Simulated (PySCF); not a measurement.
# Exercise with solution: chemical shift, span and skew from a shielding tensor

CH₆GeOSi, SMILES [CH2]1O[SiH2][GeH2]1. Atoms are numbered in the order given.

```xyz
10

C     -1.4923    -0.1346     0.0000
O     -0.9254    -1.4637     0.0000
Si     0.7659    -1.3281     0.0000
Ge     0.1963     0.9777     0.0000
H     -2.1196     0.0084     0.8953
H     -2.1196     0.0084    -0.8953
H      1.3900    -1.9449    -1.2038
H      1.3900    -1.9449     1.2038
H      0.4062     1.8482     1.2529
H      0.4062     1.8482    -1.2529
```

Coordinates come from a TPSSh-D3(BJ)/def2-SVP optimisation. This is a generated structure with no PubChem entry under its InChIKey; it may be hypothetical.

GIAO shieldings from B3LYP/pcSseg-1 run with PySCF, non-relativistic, no solvent. The symmetric part of the tensor of Si3 has the principal values 209.3, 292.2, 442.0 ppm. The same nucleus in TMS has σ = 338.7 ppm at this level (PySCF, at its B3LYP-D3(BJ)/def2-TZVP geometry).

Task: Work out the isotropic shielding, the ²⁹Si shift against TMS, the span and the skew.

Result: 
σ(iso) = (σ11 + σ22 + σ33)/3 = 314.5 ppm. δ = σ(ref) − σ(iso) = 338.7 − (314.5) = 24.2 ppm.
Span Ω = σ33 − σ11 = 232.7 ppm. Skew κ = 3(σ(iso) − σ22)/Ω = 0.29. Tumbling in solution averages the tensor to δ; in a static solid the shielding alone would spread this spin-1/2 line over Ω.
